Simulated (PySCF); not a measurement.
The complex [Mn(H2O)4]3+ (charge +3) contains Mn(III), shell d4. The structure is a model geometry with rigid ligands and bond lengths from ionic radii and bond length changed to 0.96 of its base value, not a minimum; coordination tetrahedral, point group D2d, metal–donor distances 1.81 Å.

```
13

Mn    0.0000    0.0000    0.0000
O     1.0448    1.0448    1.0448
H     0.8287    1.9248    1.3767
H     1.9248    0.8287    1.3767
O    -1.0448   -1.0448    1.0448
H    -0.8287   -1.9248    1.3767
H    -1.9248   -0.8287    1.3767
O    -1.0448    1.0448   -1.0448
H    -1.9248    0.8287   -1.3767
H    -0.8287    1.9248   -1.3767
O     1.0448   -1.0448   -1.0448
H     1.9248   -0.8287   -1.3767
H     0.8287   -1.9248   -1.3767
```

Method (PySCF 2.14, density fitting): CASSCF(4,5) with orbitals averaged over all microstates of the shell, strongly contracted NEVPT2 on the averaged canonical orbitals; basis x2c-TZVPall on the metal, x2c-SVPall elsewhere; spin-free X2C; gas phase; spin-orbit coupling by state interaction with the mean-field operator over all roots.

(1) What is the ground state?

(2) List the excited states of the same spin.

(3) Which is the lowest state of another spin?

(4) What ligand-field parameters describe the result?

(5) What are the magnetic parameters?

The geometry is a model, and the complex may not exist in this form. NEVPT2 lifts 5B1 (from 5E) from 12687 to 15674 cm⁻¹; on the d shell alone such lifts tend to overshoot. NEVPT2 on the d shell alone tends to put d–d bands too high for such charged or covalently bound ions. Gaps between spin states lean to high spin in this active space.

The job took 16 s on one thread of Arm Neoverse N1 (shared host), with 144 basis functions, launched as `OMP_NUM_THREADS=1 python lf_run.py task.json out`.

## Answers

(1) 5B2 (from 5T2) (S = 2, orbital degeneracy 1), with 2.0 electrons in the lower (e-type) set and 2.0 in the upper (t2-type) set, by NEVPT2.

(2) By NEVPT2: 5E (from 5T2) at 2266 cm⁻¹; 5A1 (from 5E) at 8236 cm⁻¹ (1214 nm); 5B1 (from 5E) at 15674 cm⁻¹ (638 nm). The strongest, at 8236 cm⁻¹, has f = 2.8e-04.

(3) 3E (from 3T1) at 10272 cm⁻¹ by NEVPT2; CASSCF alone puts it at 13777 cm⁻¹ above the same ground state.

(4) At CASSCF level (the NEVPT2 levels don't fit a ligand-field model well): orbital energies 0, 5152, 10510, 10510, 11887 cm⁻¹; 10Dq = 8393 cm⁻¹ (difference of the means of the two sets); B = 1063 cm⁻¹; C = 4078 cm⁻¹; B over its free-ion value at the same level 0.867; rms of the fit 274 cm⁻¹; ζ = 326 cm⁻¹ (free ion 363).

(5) The ground multiplet follows a spin Hamiltonian with S = 2, g = 1.951, 1.951, 1.959, D = -2.36 cm⁻¹, E/|D| = 0.00 (spin-orbit part alone); the lowest levels hold 99 % of the spin-free ground state. μeff is 4.82 μB at 300 K and 4.73 μB at 10 K; the spin-only value is 4.90 μB.
